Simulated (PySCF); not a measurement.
**Hg(BH4)2 at several levels of theory**

Computed with PySCF 2.14.0 (density fitting, no spin-orbit coupling) at the geometry relaxed with BP86:

```xyz
11
Hg(BH4)2 (singlet)
Hg    0.0000    0.0000    0.0000
B     0.0082    0.2617    2.3203
H     0.1109   -0.5692    3.2234
H     1.0022    0.9725    2.2282
H    -1.1043    0.7726    2.2711
H     0.0994   -0.8785    1.6073
B    -0.0082   -0.2617   -2.3203
H    -0.1109    0.5692   -3.2234
H     1.1043   -0.7726   -2.2711
H    -1.0022   -0.9725   -2.2282
H    -0.0994    0.8785   -1.6073
```

```json
{"level": "BP86", "basis": "Hg def2-SVP with ECP60, B def2-SVP, H def2-SVP", "state": "singlet", "HOMO (eV)": "-7.82", "gap (eV)": "5.24", "charge on Hg1 (e)": "0.35", "dipole about the centre of mass (D)": "0.00", "largest force component (eV/Å)": "0.01"}
{"level": "revPBE", "basis": "the same", "state": "singlet", "HOMO (eV)": "-7.67", "gap (eV)": "5.28", "charge on Hg1 (e)": "0.36", "dipole about the centre of mass (D)": "0.00", "largest force component (eV/Å)": "0.04"}
{"level": "BP86", "basis": "Hg def2-TZVP with ECP60, B def2-TZVP, H def2-TZVP", "state": "singlet", "HOMO (eV)": "-7.92", "gap (eV)": "5.33", "charge on Hg1 (e)": "0.44", "dipole about the centre of mass (D)": "0.00", "largest force component (eV/Å)": "0.26"}
{"level": "BP86", "basis": "Hg x2c-SVPall, B x2c-SVPall, H x2c-SVPall", "state": "singlet", "HOMO (eV)": "-7.84", "gap (eV)": "5.24", "charge on Hg1 (e)": "-0.10", "dipole about the centre of mass (D)": "0.00", "largest force component (eV/Å)": "0.06"}
```

Charges are Mulliken's, which hang on the basis. The relaxation used the grid (50, 194), these runs (75, 302) or, all-electron (x2c bases, spin-free X2C Hamiltonian), (99, 590).

Problem. A further run in the first row's basis gives HOMO (eV) -7.84, gap (eV) 5.63, charge on Hg1 (e) 0.63, dipole about the centre of mass (D) 0.00, largest force component (eV/Å) 0.30. Which level was it?
A. HF
B. M06-L
C. CAM-B3LYP

Solution. B. The others give HOMO -10.08 eV (CAM-B3LYP); -11.55 eV (HF).

In the first row's basis the gap widens with exact exchange: 5.2 to 5.6 eV for BP86, revPBE, M06-L (none); 9.5 to 13.2 eV for CAM-B3LYP, Hartree–Fock (rising or full at long range).

A frequency check found unstable modes (1, the lowest at -6 cm⁻¹), so the relaxed geometry is a saddle point, or these are noise.
